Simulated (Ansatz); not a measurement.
Mulliken charges of B2BrH3 (`BBBr`) from PBE/def2-TZVPP in Ansatz (PBE0-D4/def2-TZVP geometry).

```csv
atom,x (Å),y (Å),z (Å),charge (e)
B1,-0.231,0.013,-0.856,-0.089
B2,0.450,-0.170,0.630,0.027
Br3,-0.627,0.577,2.031,-0.059
H4,-0.034,0.992,-1.519,0.038
H5,-0.992,-0.799,-1.300,0.038
H6,1.475,-0.677,0.968,0.044
```

Question: By hand: the dipole of these point charges (1 e Å = 4.8032 D).

Answer: Σ q r = (0.096, -0.062, -0.091) e Å, of length 0.146 e Å = 0.70 D.

Question: How does the dipole of the full density compare? (Best estimate.)

Answer: Computed: (0.071, -0.047, -0.077) e Å, 0.55 D; the point charges give 1.27 times that, at 4° from its direction.

Point charges leave out the atoms' own dipoles, such as those of lone pairs, and Mulliken's split depends on the basis, so the two needn't agree.
